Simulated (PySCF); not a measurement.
Gas-phase reaction: GeHCl + Cl2 = GeHCl3

Computed with PySCF (xtb for GFN2) and rigid-rotor harmonic-oscillator thermochemistry at 1 bar. † marks an energy on the PBE0/def2-TZVP geometry and frequencies; other levels use their own. MP2 freezes the core. All species are closed-shell singlets. Ge: all electrons, no relativistic terms. GeHCl: computed as isolated molecules; such fragments, hydroxides, amides, oligomers or adducts are transient or little studied in the gas. MP2 isn't extrapolated to the basis-set limit; its ΔH°(298 K) is -470.7 kJ in def2-SVP and -461.3 kJ in def2-TZVPP. The harmonic model lacks anharmonicity and excited electronic states, which grow with temperature; levels with a mode under 35 cm⁻¹ are left out.

```
level              ΔE electronic, kJ  ΔH°(298 K), kJ  ΔS°(298 K), J/K  ΔG°(1400 K), kJ
-----------------  -----------------  --------------  ---------------  ---------------
GFN2-xTB                        -291            -283             -151              -82
HF/def2-TZVP†                   -436            -428             -158             -216
M06-2X/def2-TZVP†               -441            -433             -158             -221
MP2/def2-SVP†                   -479            -471             -158             -259
MP2/def2-TZVPP†                 -470            -461             -158             -250
PBE/def2-SVP                    -416            -407             -157             -197
PBE0/def2-SVP†                  -446            -437             -158             -226
r2SCAN/def2-TZVP†               -440            -432             -158             -220
```
ΔH° is lowest at MP2/def2-SVP† and highest at GFN2-xTB. No reference value is set beside these.
